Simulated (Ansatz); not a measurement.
`O[SiH2][SiH](F)F` → `O[SiH]` + `F[SiH2]F`  (silylene formation by 1,1-elimination)

Isolated molecules relaxed with PBE0-D4/def2-TZVP in Ansatz; ΔE leaves out vibrations. CCSD(T)/CBS is the MP2 limit (def2-TZVPP, def2-QZVPP) plus CCSD(T) − MP2 in def2-TZVPP, frozen cores. This one scheme is used for every species. DFT in def2-TZVPP. One conformer a species, not always the lowest.

```tsv
level	ΔE (kcal/mol)
PBE0	41.3
CCSD/CBS(def2)	37.9
```

Q: What does CCSD(T)/CBS give? (An estimate is asked.)

A: The calculation gave: +38.3 kcal/mol. The listed levels differ from it by 3.0, -0.4 kcal/mol.

Largest T1 diagnostic among the species: 0.016.

From PBE to PBE0 (25 % exact exchange), in def2-TZVPP and without D4, ΔE moves by +2.3 kcal/mol. The D4 term adds +3.2 kcal/mol with B3LYP and +1.8 kcal/mol with PBE0; it sums over pairs of atoms, weighted by their polarisabilities, and B3LYP, whose exchange is more repulsive, gets the larger term.

CCSD(T)/CBS has its own doubt, a few kJ/mol and more with outer-core shells, so smaller differences from it don't rank the levels.

B3LYP here is the variant with VWN-RPA as its local correlation; programs differ in this.
